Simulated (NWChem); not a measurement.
System: CH₄ClNSi₂; SMILES Cl[Si@H]1N=C[SiH2]1

Here is an NWChem input.

```
start job
memory heap 200 mb stack 900 mb global 1100 mb
geometry units angstroms noautosym nocenter noautoz
  Cl    -0.328662    -2.143158    -0.326958
  Si     0.134374    -0.366613     0.621233
  N      1.531976     0.480331    -0.124125
  C      1.020383     1.619556    -0.438545
  Si    -0.875325     1.625594    -0.072674
  H      0.380033    -0.686961     2.054640
  H      1.667270     2.411104    -0.865691
  H     -1.398392     2.672743     0.860471
  H     -1.724915     1.602259    -1.302861
end
basis spherical
  * library pcsseg-1
end
dft
  xc xpbe96 cpbe96
  iterations 150
end
property
  shielding
end
task dft property
```

Output (shortened):

```
             Northwest Computational Chemistry Package (NWChem) 7.3.0
             --------------------------------------------------------

                             Geometry "geometry" -> ""
                             -------------------------

 Output coordinates in angstroms (scale by  1.889725989 to convert to a.u.)

  No.       Tag          Charge          X              Y              Z
 ---- ---------------- ---------- -------------- -------------- --------------
    1 Cl                  17.0000    -0.32866200    -2.14315800    -0.32695800
    2 Si                  14.0000     0.13437400    -0.36661300     0.62123300
    3 N                    7.0000     1.53197600     0.48033100    -0.12412500
    4 C                    6.0000     1.02038300     1.61955600    -0.43854500
    5 Si                  14.0000    -0.87532500     1.62559400    -0.07267400
    6 H                    1.0000     0.38003300    -0.68696100     2.05464000
    7 H                    1.0000     1.66727000     2.41110400    -0.86569100
    8 H                    1.0000    -1.39839200     2.67274300     0.86047100
    9 H                    1.0000    -1.72491500     1.60225900    -1.30286100

 Effective nuclear repulsion energy (a.u.)     325.4390701953

  pbe96 is a nonlocal functional; adding pw91lda local functional.
                              NWChem Property Module
                              ----------------------

  itol2e modified to match energy
  convergence criterion.

                                 NWChem DFT Module
                                 -----------------

 Summary of "ao basis" -> "ao basis" (spherical)
 ------------------------------------------------------------------------------
       Tag                 Description            Shells   Functions and Types
 ---------------- ------------------------------  ------  ---------------------
 Cl                         pcsseg-1                10       24   4s5p1d
 Si                         pcsseg-1                10       24   4s5p1d
 N                          pcsseg-1                 7       17   3s3p1d
 C                          pcsseg-1                 7       17   3s3p1d
 H                          pcsseg-1                 3        5   2s1p

  itol2e modified to match energy
  convergence criterion.

[...]

          -----------------------------------------
          Chemical Shielding Tensors (GIAO, in ppm)
          -----------------------------------------

                                NWChem CPHF Module
                                ------------------

  scftype          =     RHF
  nclosed          =       31
  nopen            =        0
  variables        =     2945
  # of vectors     =        3
  tolerance        = 0.10D-03
  level shift      = 0.00D+00
  max iterations   =       50
  max subspace     =       30

 SCF residual:    1.8803960664911369E-005

Iterative solution of linear equations
  No. of variables     2945
  No. of equations        3
  Maximum subspace       30
        Iterations       50
       Convergence  1.0D-04

   iter   nsub   residual    time
   ----  ------  --------  ---------
     1      3    2.51D-05      84.3

      Atom:    1  Cl
        Diamagnetic
   1146.1890      2.2679      0.8570
      2.2679   1153.5645      3.1255
      0.8570      3.1255   1146.3416

        Paramagnetic
   -254.1842     38.8690    -93.2262
     38.8690   -229.8014     35.5955
    -93.2262     35.5955   -363.6077

        Total Shielding Tensor
    892.0048     41.1369    -92.3692
     41.1369    923.7631     38.7211
    -92.3692     38.7211    782.7339

           isotropic =     866.1672
          anisotropy =     137.2588

          Principal Components and Axis System
                 1           2           3
              957.6731    924.8970    715.9316

      1         0.7480     -0.4420      0.4951
      2         0.6108      0.7503     -0.2529
      3        -0.2597      0.4916      0.8312

      Atom:    2  Si
        Diamagnetic
    877.7918      3.1681     -0.3559
      3.1681    886.4665      1.2948
     -0.3559      1.2948    876.5313

        Paramagnetic
   -530.7102    -16.3323      9.8019
    -16.3323   -570.1123     18.6321
      9.8019     18.6321   -579.5304

        Total Shielding Tensor
    347.0815    -13.1642      9.4461
    -13.1642    316.3542     19.9269
      9.4461     19.9269    297.0009

           isotropic =     320.1456
          anisotropy =      47.8385

          Principal Components and Axis System
                 1           2           3
              352.0379    327.3200    281.0788

      1         0.9452      0.2378     -0.2240
      2        -0.3235      0.7761     -0.5414
      3         0.0451      0.5841      0.8104

      Atom:    3  N
        Diamagnetic
    318.7835      4.1330     -2.2584
      4.1330    342.2930    -10.3604
     -2.2584    -10.3604    319.8675

        Paramagnetic
   -541.3890    -40.6705    104.9826
    -40.6705  -1000.4848    358.9043
    104.9826    358.9043   -349.7600

        Total Shielding Tensor
   -222.6055    -36.5375    102.7242
    -36.5375   -658.1919    348.5439
    102.7242    348.5439    -29.8925

           isotropic =    -303.5633
          anisotropy =    -778.8248

          Principal Components and Axis System
                 1           2           3
             -822.7798   -230.4663    142.5562

      1         0.1256      0.9686      0.2147
      2         0.9021     -0.2016      0.3815
      3        -0.4128     -0.1458      0.8991

      Atom:    4  C
        Diamagnetic
    262.6963     -5.9351     -2.2681
     -5.9351    262.6501     -6.4505
     -2.2681     -6.4505    244.0808

        Paramagnetic
   -340.5640    -10.7204     44.8121
    -10.7204   -359.4747     95.3694
     44.8121     95.3694   -179.5489

[...]
```

Level: PBE/pcSseg-1, GIAO. All runs use the structure optimised with PBE0/def2-SVP. The printed shielding anisotropy is the first printed principal value minus the mean of the other two.
